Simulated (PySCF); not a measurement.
# ¹⁹F chemical shifts

[PySCF 2.14: geometry from GFN2-xTB; σ from GIAO-PBE0/pcSseg-1; non-relativistic Hamiltonian; one computed conformer; no solvent model; averaged over atoms made equivalent by symmetry, fast rotation or ring inversion]

Shieldings were converted by a linear fit to measured shifts: ¹⁹F (scatter 6.0 ppm rms, 7.0 ppm with the 5 outliers that the fit left out vs CFCl3, solution or neat liquid, with a term for F on sp3 carbon). Occasional misses reach two or three times the rms, and more in compound classes unlike the fitted ones.

(1) Give the ¹⁹F shifts of `FC(F)=C(F)c1ccc(S)cc1`, `N#C[C@@](F)(CF)CCl`, `N#C[C@@](F)(CF)CCl`.

(2) Order these by ¹⁹F shift, lowest first.
A. C=C/C(F)=C/C=C\Cl
B. [H]/N=C\c1ccc(F)o1
C. C=C1CC(CCl)=C1F
D. C/C([SiH3])=C(\Cl)C(=O)F

## Answers

(1) 
| compound | environment | δ (ppm) |
| --- | --- | --- |
| [F:1][C:2]([F:3])=[C:4]([F:5])[c:6]1[cH:7][cH:8][c:9]([SH:10])[cH:11][cH:12]1 | F1: vinylic fluorine | -97.8 |
| [F:1][C:2]([F:3])=[C:4]([F:5])[c:6]1[cH:7][cH:8][c:9]([SH:10])[cH:11][cH:12]1 | F3: vinylic fluorine | -112.6 |
| [F:1][C:2]([F:3])=[C:4]([F:5])[c:6]1[cH:7][cH:8][c:9]([SH:10])[cH:11][cH:12]1 | F5: vinylic fluorine | -190.2 |
| [N:1]#[C:2][C@@:3]([F:4])([CH2:5][F:6])[CH2:7][Cl:8] | F4: fluorine on an sp3 carbon | -157.5 |
| [N:1]#[C:2][C@@:3]([F:4])([CH2:5][F:6])[CH2:7][Cl:8] | F6: fluorine on an sp3 carbon | -230.6 |
| [N:1]#[C:2][C@@:3]([F:4])([CH2:5][F:6])[CH2:7][Cl:8] | F4: fluorine on an sp3 carbon | -157.5 |
| [N:1]#[C:2][C@@:3]([F:4])([CH2:5][F:6])[CH2:7][Cl:8] | F6: fluorine on an sp3 carbon | -230.6 |

(2) A (-123.3 ppm, vinylic fluorine), B (-109.2 ppm, aryl fluorine), C (-99.4 ppm, vinylic fluorine), D (12.9 ppm, fluorine bonded to C).
